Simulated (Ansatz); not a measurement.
Wavefunction ladder for H2O2Sn, SMILES `[OH][Sn][OH]`

```xyz
5

O     0.337   -0.628    0.940
Sn   -0.405   -0.757   -0.899
O    -0.373    1.197   -1.119
H     0.474   -1.452    1.413
H    -0.033    1.641   -0.335
```

The species carries charge 0 and has multiplicity 1. Correlated methods include outer-core shells of Sn, which these sets cover unevenly. Sn takes the def2 core potential. The structure was optimised at the PBE0-D4/def2-TZVP level. It is one conformer, not always the lowest. Frozen core, restricted reference, the Gaussian-basis code of Ansatz.

```json
{"basis": "def2-SVP", "HF (Eh)": "-364.15155", "MP2 corr.": "-0.47590"}
{"basis": "def2-TZVPP", "HF (Eh)": "-364.36616", "MP2 corr.": "-0.80066"}
{"basis": "def2-QZVPP", "HF (Eh)": "-364.37643", "MP2 corr.": "-1.05466"}
```

**Question.** Estimate the CCSD correlation energy and the (T) correction in each basis where they were run (hartree).

**Answer.** 
```csv
basis,CCSD corr.,(T)
def2-SVP,-0.49130,-0.01278
def2-TZVPP,-0.79241,-0.02795
```
